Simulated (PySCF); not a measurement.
Simulation results for Al2BH5N, AlB2H6N

Calculation on a computer-drawn molecule: the log of a Hartree-Fock and frozen-core CCSD(T) single point meant for a local Hartree-Fock minimum, with one planted fault or none, to be diagnosed. Offsets are logged minus clean, where the clean run is the same molecule without the fault. The reference is restricted for singlets and unrestricted otherwise, and also for a bond in bohr or an excited solution. Adding or removing an electron swaps singlet and doublet. The excited solution moves the top pair (singlet) or top alpha electron (doublet) to the lowest empty orbital. Highest occupied and lowest empty are orbital energies over both spins, largest force is the largest gradient component, triples share is (T) over the correlation energy, the T1 limit is 0.02 restricted and 0.045 unrestricted, electrons count all cores, a negative frequency is imaginary (commonest isotopes), and the dipole is about the centre of nuclear charge. Program: PySCF 2.14.0.

Common to all runs: meant charge 0; meant basis cc-pV(D+d)Z; logged SCF converged yes; logged CC converged yes; logged SCF stable within its kind yes; possible faults no fault, one electron removed, one electron added, multiplicity raised by two, geometry at a saddle point, SCF held on an excited solution, minimal basis STO-3G, one bond length entered in bohr, all coordinates scaled.

(1) 
```xyz
9
formula=Al2BH5N meant_multiplicity=2 logged_electrons=43 logged_basis_functions=99 logged_spin_squared=1.3905 logged_highest_occupied=-7.4367 logged_lowest_empty=0.42963 logged_largest_force=0.019708 logged_T1_diagnostic=0.067834 logged_D1_diagnostic=0.2888 logged_triples_share=0.035394 logged_dipole_magnitude=2.1282 logged_energy_HF=-565.79128 logged_energy_CCSD(T)=-566.22015 planted_fault=one_bond_length_entered_in_bohr,row_5_of_the_drawn_bonds HF_energy_offset_from_clean_run=75.97 CCSD(T)_energy_offset_from_clean_run=73.59
B      1.9471    -0.4722     0.6458
N      2.1890     0.9019     0.4574
Al     1.1449     2.2972     0.9896
Al    -1.1216     1.9690     2.2736
H      0.9459    -0.8262     1.2211
H      3.4102    -2.0415    -0.1148
H      3.0449     1.1043    -0.0305
H     -2.5015     1.9447     1.4900
H     -1.1731     2.0357     3.8584
```

Units: logged_highest_occupied, logged_lowest_empty in eV; logged_largest_force in hartree/bohr; logged_dipole_magnitude in debye; logged_energy_HF, logged_energy_CCSD(T) in hartree; HF_energy_offset_from_clean_run, CCSD(T)_energy_offset_from_clean_run in kcal/mol.

Drawn bonds:
```
atom  other atom  order
   1           2      1
   2           3      1
   3           4      1
   1           5      1
   1           6      1
   2           7      1
   4           8      1
   4           9      1
```

Notes: T1 above single-reference limit.

(2) 
```xyz
10
formula=AlB2H6N meant_multiplicity=1 logged_electrons=36 logged_basis_functions=95 logged_spin_squared=0.6134 logged_highest_occupied=-9.2497 logged_lowest_empty=1.2603 logged_largest_force=0.026007 logged_T1_diagnostic=0.061317 logged_D1_diagnostic=0.27329 logged_triples_share=0.033379 logged_dipole_magnitude=1.234 logged_energy_HF=-349.18074 logged_energy_CCSD(T)=-349.64694 planted_fault=one_bond_length_entered_in_bohr,row_6_of_the_drawn_bonds HF_energy_offset_from_clean_run=76.24 CCSD(T)_energy_offset_from_clean_run=74.43
B     -0.7932     0.8330    -0.6558
N      0.5484     1.1464    -0.2550
B      0.9490     2.5195    -0.1429
Al     1.7398    -0.1956     0.1106
H     -1.1345    -0.3174    -0.7528
H     -1.5806     1.7067    -0.8962
H      3.0742     3.0275     0.4903
H      0.1738     3.4050    -0.3799
H      3.1990     0.1941     0.5469
H      1.2574    -1.6857    -0.0255
```

Units: logged_highest_occupied, logged_lowest_empty in eV; logged_largest_force in hartree/bohr; logged_dipole_magnitude in debye; logged_energy_HF, logged_energy_CCSD(T) in hartree; HF_energy_offset_from_clean_run, CCSD(T)_energy_offset_from_clean_run in kcal/mol.

Drawn bonds:
```
atom  other atom  order
   1           2      1
   2           3      1
   2           4      1
   1           5      1
   1           6      1
   3           7      1
   3           8      1
   4           9      1
   4          10      1
```

Notes: T1 above single-reference limit.

(3) 
```xyz
10
formula=AlB2H6N meant_multiplicity=1 logged_electrons=36 logged_basis_functions=95 logged_spin_squared=0 logged_highest_occupied=-11.728 logged_lowest_empty=1.3387 logged_largest_force=1.941e-05 logged_lowest_frequency=109.11 logged_T1_diagnostic=0.011615 logged_D1_diagnostic=0.038687 logged_triples_share=0.027076 logged_dipole_magnitude=0.78292 logged_energy_HF=-349.30224 logged_energy_CCSD(T)=-349.76556 planted_fault=no_fault HF_energy_offset_from_clean_run=0 CCSD(T)_energy_offset_from_clean_run=0
B     -0.7932     0.8330    -0.6558
N      0.5484     1.1464    -0.2550
B      0.9490     2.5195    -0.1429
Al     1.7398    -0.1956     0.1106
H     -1.1345    -0.3174    -0.7528
H     -1.5806     1.7067    -0.8962
H      2.0736     2.7883     0.1922
H      0.1738     3.4050    -0.3799
H      3.1990     0.1941     0.5469
H      1.2574    -1.6857    -0.0255
```

Units: logged_highest_occupied, logged_lowest_empty in eV; logged_largest_force in hartree/bohr; logged_lowest_frequency in cm⁻¹; logged_dipole_magnitude in debye; logged_energy_HF, logged_energy_CCSD(T) in hartree; HF_energy_offset_from_clean_run, CCSD(T)_energy_offset_from_clean_run in kcal/mol.

Drawn bonds:
```
atom  other atom  order
   1           2      1
   2           3      1
   2           4      1
   1           5      1
   1           6      1
   3           7      1
   3           8      1
   4           9      1
   4          10      1
```
